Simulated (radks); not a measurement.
Spin polarisation of the 3d5 shell in Cr. Start: [Ar] 3d(up 2.5, down 2.5) 4s(up 0.5, down 0.5); electrons of 3d are moved from spin down to spin up, other shells keep equal spins. All-electron calculation, scalar-relativistic Kohn-Sham, PBE, spin-polarised, spherical densities, point nucleus. Program: a radial shooting solver on a logarithmic mesh with Libxc functionals.

moment (Bohr magnetons)  E - E(0) (eV)  e(3d up) (eV)  e(3d down) (eV)  4s down minus up (eV)
0                                0.000         -2.913           -2.913                  0.000
1                               -0.188         -3.261           -2.511                  0.236
2                               -0.749         -3.548           -2.056                  0.477
3                               -1.677         -3.763           -1.546                  0.729
4                               -2.959         -3.873           -0.972                  0.997
5                               -4.562         -3.768           -0.283                  1.293

At moment 5 the spin-polarisation energy is -4.562 eV and the 3d exchange splitting 3.485 eV, that is 0.697 eV per Bohr magneton; E = -I m^2/4 would give I = 0.730 eV.
